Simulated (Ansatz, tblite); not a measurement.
Removing an electron: the cluster Ag2H3⁻ (the lowest singlet isomer of a short search). Charge -1, multiplicity 1. Geometry: r2SCAN-D4/def2-TZVPD. Ansatz, gas phase; energy differences of separate SCF runs; the oxidised species was run as a doublet alone.

```xyz
5

Ag    0.6451    1.2636   -0.0352
Ag   -0.5831   -1.2690    0.2525
H    -1.4311   -2.5431   -0.3726
H     0.3167   -0.0275    1.1097
H     1.0524    2.5760   -0.9544
```

In the def2 sets Ag takes a core potential; there is no spin–orbit coupling. The xTB rows come from tblite. The structure comes from a short search, and lower isomers may exist.

Q: Estimate orbital energies and vertical ionisation energies at: GFN1-xTB; GFN2-xTB; PBE-D4/def2-TZVPD; r2SCAN-D4/def2-TZVPD; PBE0-D4/def2-TZVPD.

A: 
```json
{"level": "GFN1-xTB", "−HOMO (eV)": "3.87", "vertical IE (eV)": "7.22", "−LUMO (eV)": "0.53", "HOMO–LUMO gap (eV)": "3.34"}
{"level": "GFN2-xTB", "−HOMO (eV)": "3.62", "vertical IE (eV)": "7.44", "−LUMO (eV)": "0.32", "HOMO–LUMO gap (eV)": "3.30"}
{"level": "PBE-D4/def2-TZVPD", "−HOMO (eV)": "1.03", "vertical IE (eV)": "3.61", "−LUMO (eV)": "-2.80", "HOMO–LUMO gap (eV)": "3.83"}
{"level": "r2SCAN-D4/def2-TZVPD", "−HOMO (eV)": "1.20", "vertical IE (eV)": "3.65", "−LUMO (eV)": "-3.10", "HOMO–LUMO gap (eV)": "4.30"}
{"level": "PBE0-D4/def2-TZVPD", "−HOMO (eV)": "2.04", "vertical IE (eV)": "3.85", "−LUMO (eV)": "-3.36", "HOMO–LUMO gap (eV)": "5.41"}
```

 Raw xTB energy differences between charge states are shifted by several eV; the methods need an empirical correction for them.
